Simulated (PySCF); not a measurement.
Computed shifts of a molecule C₄H₆ClF, KT2/pcSseg-1 (PySCF), GIAO, gas phase, atoms alike by connectivity averaged where their shifts nearly agree, in ppm (number of nuclei): ¹³C: 156.3 (1), 117.2 (1), 26.5 (1), 20.1 (1). ¹⁹F: -121.2 (1). ¹H: 2.57 (3), 2.53 (3). References: ¹³C against TMS (σ = 185.1 ppm); ¹⁹F against CFCl3 (σ = 127.1 ppm); ³⁵Cl against HCl (σ = 945.4 ppm); ¹H against TMS (σ = 31.47 ppm), references at their B3LYP-D3(BJ)/def2-TZVP geometries, non-relativistic (without spin–orbit terms, shifts of atoms bonded to Cl or Br come out too high). Geometry: PBE-D3(BJ)/def2-SVP. One conformer was computed; it need not be the lowest.

Question: Which structure fits?
A. C/C(F)=C(\C)Cl
B. CC/C(F)=C/Cl
C. C[C@]1(F)C[C@H]1Cl
D. C[C@@]1(Cl)C[C@@H]1F

Answer: A, C/C(F)=C(\C)Cl
